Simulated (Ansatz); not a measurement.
`OB(F)[SiH3]` + `C[CH2][Mg][Cl]` → `OB([SiH3])Cl` + `C[CH2][Mg][F]`  (redistribution)

Isolated molecules relaxed with PBE0-D4/def2-TZVP in Ansatz; ΔE leaves out vibrations. CCSD(T)/CBS adds triple-zeta CCSD(T) − MP2 to the extrapolated MP2 energy (def2 sets, frozen cores). DFT in def2-TZVPP. HSE06 is defined as in plane-wave codes. For Mg outer-core shells are correlated without core-valence functions, which leaves a few kJ/mol of doubt a bond. Each species was taken in one conformer, which may not be the lowest.

`OB(F)[SiH3]`:

Cartesian coordinates in Å:
```
O -0.205 -0.630 -1.865
B -0.379 -0.790 -0.537
F -0.993 -1.910 -0.169
Si 0.219 0.531 0.896
H 0.240 0.187 -2.101
H 1.184 -0.110 1.828
H 0.883 1.709 0.268
H -0.948 1.013 1.681
```

`C[CH2][Mg][Cl]`:

```xyz
9

C    -0.187    0.275    1.174
C     0.165    0.575   -0.284
Mg    0.130   -1.045   -1.596
Cl    0.089   -2.755   -2.973
H     0.498   -0.451    1.622
H    -0.149    1.173    1.802
H    -1.195   -0.137    1.278
H    -0.515    1.338   -0.683
H     1.164    1.026   -0.341
```

`OB([SiH3])Cl`:

```xyz
8

O     0.531   -0.572    1.679
B     0.182    0.302    0.721
Si   -0.305   -0.304   -1.147
Cl    0.148    2.039    1.102
H     0.741   -0.160    2.526
H    -0.231   -1.781   -1.292
H     0.623    0.328   -2.124
H    -1.687    0.148   -1.464
```

`C[CH2][Mg][F]`:

```xyz
9

C     0.603   -1.021   -0.009
C    -0.623   -0.110   -0.102
Mg   -0.286    1.935    0.143
F    -0.009    3.662    0.349
H     1.100   -0.946    0.962
H     0.345   -2.078   -0.149
H     1.354   -0.779   -0.767
H    -1.117   -0.249   -1.071
H    -1.368   -0.413    0.643
```

Problem. Is it downhill or uphill in electronic energy at CCSD(T)/CBS, and by how much? (An estimate is asked.)

Solution. Ansatz gave: Uphill: ΔE = +69.2 kJ/mol.

Problem. What do these levels give: LDA (SPW92), r2SCANh-D4, BLYP, HSE06, CCSD/def2-SVP, HF/def2-TZVPP? (Estimate.)

Solution. Ansatz gave: LDA (SPW92) 69.8, r2SCANh-D4 76.0, BLYP 66.8, HSE06 74.3, CCSD/def2-SVP 69.2, HF/def2-TZVPP 99.4 kJ/mol.

Largest T1 diagnostic among the species: 0.014.

In def2-TZVPP, CCSD(T) changes the Hartree–Fock value by −26.6 kJ/mol (the triples alone add −3.6 kJ/mol) and MP2 by −33.2 kJ/mol. From r2SCAN to r2SCAN0 (25 % exact exchange), in def2-TZVPP and without D4, ΔE moves by +5.0 kJ/mol.
